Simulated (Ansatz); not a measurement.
`CSB(F)F` + CH₃NH₂ → `CNB(F)F` + CH₃SH at 500 K and 1 bar (ligand exchange at a B–S bond).

Gas-phase electronic energies from Ansatz, PBE0-D4/def2-TZVP geometries. CBS: MP2 limit from def2 TZ/QZ plus the TZ coupled-cluster correction, frozen cores. This one scheme is used for every species. One conformer a species, not always the lowest.

```
  species  CCSD(T)/CBS energy (Eh)  H − E (kJ/mol)  S (J/(mol·K))
`CSB(F)F`               -662.16308           167.4          382.8
   CH₃NH₂                -95.75281           191.8          270.3
`CNB(F)F`               -319.70892           209.3          363.2
    CH₃SH               -438.22835           145.1          283.7
```

H − E and S are ideal-gas, rigid-rotor, harmonic terms from PBE0-D4/def2-TZVP, for one conformer and one mirror image of each species. 1 Eh = 2625.50 kJ/mol, R = 8.31446 J/(mol·K).

Q: By hand: ΔE, ΔH, ΔS and ΔG.

A: ΔE = (-319.70892) + (-438.22835) − (-662.16308) − (-95.75281) = -0.02138 Eh = -56.1 kJ/mol. Δ(H − E) = 209.3 + 145.1 − 167.4 − 191.8 = -4.8, so ΔH = -60.9 kJ/mol. ΔS = 363.2 + 283.7 − 382.8 − 270.3 = -6.2 J/(mol·K). ΔG = -60.9 − 500 × (-6.2)/1000 = -57.8 kJ/mol.

Q: By hand: the equilibrium constant, and the temperature at which ΔG would vanish if ΔH and ΔS stayed fixed.

A: log₁₀ K = −ΔG/(RT ln 10) = 6.0. ΔG = 0 at ΔH/ΔS = 9823 K, far beyond where these terms or the molecules hold.

The number of gas molecules stays the same, so ΔS is small and ΔH decides. A doubt of 5 kJ/mol in ΔE shifts log₁₀ K by 0.5 here. Other conformers and mirror images would add mixing entropy, several J/(mol·K) or more a flexible species. These are equilibria of isolated gas molecules and say nothing of rates. Largest T1 diagnostic: 0.012 (customary marks: 0.02 for closed shells, 0.045 for open ones).
